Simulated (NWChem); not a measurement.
System: CH4F2Si; SMILES FC(F)[SiH3]

The following NWChem deck was run.

```
start job
memory heap 200 mb stack 900 mb global 1100 mb
geometry units angstroms noautoz
  F     -0.144132     1.142379     1.100602
  C      0.391733     0.551282     0.000000
  F     -0.144132     1.142379    -1.100602
  Si    -0.045905    -1.322196     0.000000
  H      1.477520     0.765207     0.000000
  H      0.535532    -1.947882    -1.222568
  H      0.535532    -1.947882     1.222568
  H     -1.529641    -1.449025     0.000000
end
basis spherical
  * library 6-31+g*
end
dft
  xc xpbe96 cpbe96
  iterations 150
end
tddft
  nroots 6
  notriplet
end
task tddft energy
```

All runs use the structure optimised with PBE0/def2-SVP.

Vertical excitations in the gas phase.

Q: Predict the main results of this run. (PBE/6-31+G* (spherical d), full TDDFT.) Quantities: lowest excitation, singlet (eV); oscillator strength of that lowest state; lowest state with f > 0.02, singlet (eV); oscillator strength of that bright state; orbital gap (eV).

A: 
```json
{
 "lowest excitation, singlet (eV)": "6.64",
 "oscillator_strength_of_that_lowest_state": "0.026",
 "lowest state with f > 0.02, singlet (eV)": "6.64",
 "oscillator_strength_of_that_bright_state": "0.026",
 "orbital gap (eV)": "6.51"
}
```
